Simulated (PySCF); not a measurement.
SMILES CN(C)B([SiH3])[SiH3] (C₂H₁₂BNSi₂) at its GFN2-xTB optimised geometry (Å):

```
18

B      0.3448    -1.1502     1.4598
N     -1.0333    -1.2300     1.5739
C     -1.9855    -0.5883     0.6885
C     -1.7476    -1.9681     2.5973
H     -2.6267    -1.3380     0.2140
H     -2.6281     0.0944     1.2535
H     -1.4767    -0.0250    -0.0873
H     -2.3833    -1.2922     3.1781
H     -2.3923    -2.7246     2.1388
H     -1.0573    -2.4628     3.2732
Si     1.1569    -0.0948     0.0000
H      0.7914    -0.5435    -1.3606
H      2.6281    -0.0948     0.0000
H      0.7917     1.3380     0.0000
Si     1.5008    -2.0922     2.7561
H      2.9423    -1.9180     2.5185
H      1.3116    -3.5581     2.7963
H      1.3105    -1.6815     4.1637
```

Method: PySCF with CAM-B3LYP/def2-SVP. Cells within 0.4 Å of a nucleus heavier than hydrogen are left out (blank, or x).

Map of the Laplacian of the electron density (e/bohr⁵), clipped to [-1.50, 1.50] on the plane z = 1.5 Å:

```
|555555555555555555555555555|
|555555555555555555555555555|
|555555555555555555555555555|
|555555555555555555555555555|
|555555555555555555555555555|
|555555555555555555555555555|
|555555555555555555555555555|
|555555555555555555555555555|
|555555555555555555555555555|
|555555555555555555555555555|
|555555555555555555555555555|
|555555555555555555555555555|
|555555455555555555555555555|
|555555445555555555555555555|
|555555555555555555555555555|
|55555555543446x555555555555|
|5555555554xx3xx955555555555|
|5555555565x046x445555555555|
|555555555555555455555555555|
|555555555555555555555555555|
|555555555555555555555555555|
|555555555555555555555555555|
|555555555555555555555555555|
|555555555555555555555555555|
|555555555555555555555555555|
|555555555555555555555555555|
|555555555555555555555555555|
```
Scale: ten equal steps from -1.50 (start of '0') to 1.50 (end of '9'), in the order '0123456789'; x runs from -5.00 to 5.00, y from -5.00 (bottom) to 5.00 (top).
